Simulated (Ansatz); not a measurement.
Consider the ligand exchange at the Si–S bond: `[SiH3]S[SiH2]Cl` + `C[O][In]([OH])[OH]` → `C[O][In]([OH])[O][SiH3]` + `S[SiH2]Cl`.

Program: Ansatz. Geometries: PBE0-D4/def2-TZVP. ΔE: electronic, gas phase. CCSD(T)/CBS adds triple-zeta CCSD(T) − MP2 to the extrapolated MP2 energy (def2 sets, frozen cores). Functionals use def2-TZVPP. B3LYP here is the variant with VWN-RPA as its local correlation; programs differ in this. Elements past krypton have def2 core potentials. For In outer-core shells are correlated without core-valence functions, which leaves a few kJ/mol of doubt a bond. One conformer a species, not always the lowest.

`[SiH3]S[SiH2]Cl`:

Z-matrix (Å, degrees):
```
Si
S 1 2.147
H 1 1.485 2 109.5
H 1 1.482 2 106.2 3 119.3
H 1 1.482 2 110.9 3 -121.2
Si 2 2.118 1 98.1 3 35.5
Cl 6 2.056 2 112.0 1 59.0
H 6 1.479 2 111.2 1 -59.9
H 6 1.478 2 106.7 1 177.7
```

`C[O][In]([OH])[OH]`:

```xyz
10

C     0.141    1.840   -0.570
O    -0.412    0.993    0.410
In   -0.136   -0.958    0.389
O    -0.949   -2.068    1.803
O     0.943   -1.797   -1.034
H    -0.220    1.611   -1.580
H    -0.155    2.867   -0.334
H     1.237    1.805   -0.591
H    -1.448   -1.541    2.433
H     0.998   -2.751   -0.926
```

`C[O][In]([OH])[O][SiH3]`:

```xyz
13

C    -0.205   -1.013   -1.891
O    -0.315   -1.878   -0.784
In   -0.148   -1.189    1.046
O    -0.260   -2.279    2.670
O     0.149    0.750    1.320
Si    0.324    2.096    0.423
H    -0.949   -0.206   -1.878
H    -0.374   -1.606   -2.795
H     0.788   -0.554   -1.972
H    -0.155   -1.732    3.454
H     1.477    1.983   -0.518
H     0.561    3.258    1.321
H    -0.893    2.371   -0.396
```

`S[SiH2]Cl`:

```xyz
6

S     1.300    0.223   -1.081
Si   -0.285    0.261    0.328
Cl   -0.121   -1.204    1.757
H     0.889   -0.917   -1.663
H    -1.592    0.060   -0.333
H    -0.191    1.578    0.993
```

(1) Is it downhill or uphill in electronic energy at CCSD(T)/CBS, and by how much? (An estimate is asked.)

(2) What do these levels give: PBE-D4, r2SCAN, PBE0, B3LYP, SCS-MP2/def2-TZVPP, SCS-MP2/def2-QZVPP? (An estimate is asked.)

Largest T1 diagnostic among the species: 0.017.

## Answers

(1) Ansatz gave: Downhill: ΔE = -9.4 kcal/mol.

(2) The calculation gave: PBE-D4 -5.4, r2SCAN -8.5, PBE0 -7.1, B3LYP -10.3, SCS-MP2/def2-TZVPP -10.8, SCS-MP2/def2-QZVPP -10.4 kcal/mol.

From PBE to PBE0 (25 % exact exchange), in def2-TZVPP and without D4, ΔE moves by −1.3 kcal/mol. The D4 term adds +0.9 kcal/mol with B3LYP and +0.4 kcal/mol with PBE0; it sums over pairs of atoms, weighted by their polarisabilities, and B3LYP, whose exchange is more repulsive, gets the larger term.
